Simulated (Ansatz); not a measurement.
`N#[C][In]([F])[Cl]` + CH₃OH → `C[O][In]([F])[Cl]` + `C#N` at 600 K and 1 bar (ligand exchange at the In–C bond).

Calculated with Ansatz (gas phase, PBE0-D4/def2-TZVP geometries, no zero-point term in ΔE). CBS: MP2 limit from def2 TZ/QZ plus the TZ coupled-cluster correction, frozen cores. This one scheme is used for every species. Elements past krypton have def2 core potentials. For In outer-core shells are correlated without core-valence functions, which leaves a few kJ/mol of doubt a bond. One conformer a species, not always the lowest.

```
             species  CCSD(T)/CBS energy (Eh)  H − E (kJ/mol)  S (J/(mol·K))
`N#[C][In]([F])[Cl]`               -842.19796            75.9          427.2
               CH₃OH               -115.61712           163.6          277.3
 `C[O][In]([F])[Cl]`               -864.49222           173.7          472.9
               `C#N`                -93.32098            64.3          228.4
```

H − E and S are ideal-gas, rigid-rotor, harmonic terms from PBE0-D4/def2-TZVP, for one conformer and one mirror image of each species. 1 Eh = 2625.50 kJ/mol, R = 8.31446 J/(mol·K).

Task: By hand: ΔE, ΔH, ΔS and ΔG.

Result: ΔE = (-864.49222) + (-93.32098) − (-842.19796) − (-115.61712) = 0.00188 Eh = 4.9 kJ/mol. Δ(H − E) = 173.7 + 64.3 − 75.9 − 163.6 = -1.5, so ΔH = 3.4 kJ/mol. ΔS = 472.9 + 228.4 − 427.2 − 277.3 = -3.2 J/(mol·K). ΔG = 3.4 − 600 × (-3.2)/1000 = 5.3 kJ/mol.

Task: By hand: the equilibrium constant, and the temperature at which ΔG would vanish if ΔH and ΔS stayed fixed.

Result: log₁₀ K = −ΔG/(RT ln 10) = -0.5. ΔH and −TΔS have one sign here, so there is no such temperature.

TΔS isn't small against ΔH here. The sign of ΔG lies within the doubt. A doubt of 5 kJ/mol in ΔE shifts log₁₀ K by 0.4 here. Other conformers and mirror images would add mixing entropy, several J/(mol·K) or more a flexible species. Modes under 60 cm⁻¹, often nearly free rotors, make the harmonic entropy too high. These are equilibria of isolated gas molecules and say nothing of rates. Largest T1 diagnostic: 0.016 (customary marks: 0.02 for closed shells, 0.045 for open ones).

ΔS is within the doubt of such terms, so its sign, and with it that verdict, could turn.
